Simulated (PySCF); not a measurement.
## UHF on Ar²⁺ (argon, charge +2)

Configuration: [Ne] 3s2 3p4, high-spin 3P determinant. Computed with PySCF 2.14 in Sapporo-DZP-2012 (5s4p2d, 27 functions), with scalar relativity by spin-free X2C-1e.

```json
{
 "Total energy": "-526.844282 hartree",
 "One-electron energy": "-711.3907 hartree",
 "Hartree (Coulomb) energy": "214.0499 hartree",
 "Exchange energy": "-29.5035 hartree",
 "⟨S²⟩": "2.0080",
 "⟨L²⟩": "2.024",
 "Sum of ⟨r⟩": "11.81 bohr",
 "Sum of ⟨r²⟩": "15.68 bohr²",
 "Traceless quadrupole moment −½Σ⟨3z² − r²⟩ along its main axis": "-1.09 e·bohr²",
 "Langevin diamagnetic susceptibility": "-12.4 ×10⁻⁶ cm³/mol",
 "Time after the integrals": "0.05 s of wall time on 1 thread of Neoverse-V2 (shared host)"
}
```

| shell | electrons | mean orbital energy (eV) | spread (eV) | rms radius, mean of both spins (bohr) |
| --- | --- | --- | --- | --- |
| 1s α | 1 | -3271.2 | 0 | 0.0996 |
| 1s β | 1 | -3270.3 | 0 | 0.0996 |
| 2s α | 1 | -368.21 | 0 | 0.447 |
| 2s β | 1 | -367.41 | 0 | 0.447 |
| 2p α | 3 | -291.79 | 0.946 | 0.416 |
| 2p β | 3 | -290.27 | 0.681 | 0.416 |
| 3s α | 1 | -63.943 | 0 | 1.44 |
| 3s β | 1 | -55.994 | 0 | 1.44 |
| 3p α | 3 | -43.605 | 2.535 | 1.59 |
| 3p β | 1 | -40.342 | 0 | 1.59 |

Densities and radii are taken from the X2C orbitals without a picture-change correction, which distorts them close to the nucleus.
